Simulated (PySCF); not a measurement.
# Radial density of Ge²⁺ (germanium, charge +2)

UHF, [Ar] 3d9 4s2 5s1, high-spin 3D determinant (an excited configuration). Computed with PySCF 2.14 in aug-cc-pwCVTZ-PP with ECP10MDF, with a scalar-relativistic core potential. This is the valence pseudo-density: the core potential removes the inner electrons and smooths the orbitals near the nucleus.

```csv
r (bohr),4πr²ρ (e/bohr),4πr²(ρα − ρβ)
0.000946,1.133e-05,0.0000
0.00159,3.185e-05,0.0000
0.00268,8.857e-05,0.0000
0.00450,0.0002392,0.0000
0.00757,0.0006039,0.0000
0.0127,0.001372,0.0000
0.0214,0.002893,0.0001
0.0360,0.006591,0.0003
0.0606,0.03470,0.0031
0.102,0.3243,0.0345
0.171,2.427,0.2480
0.288,11.92,0.9443
0.485,28.04,1.5719
0.816,15.66,0.8525
1.37,3.219,0.2348
2.31,0.8199,-0.0026
3.88,0.3594,0.3277
6.53,0.07112,0.0711
11.0,0.0005817,0.0006
```

Energies and moments cover only the electrons outside the core potential. The outer electron is Rydberg-like, and this basis confines it to a smaller radius and binds it less than a complete one would.

(1) Where is the radial spin density 4πr²(ρα − ρβ) most negative, and why is it negative at all?

Results:

(1) Around r = 2.31 bohr, down to -0.0026 e/bohr: exchange with the open shell polarises the paired shells in an unrestricted calculation.
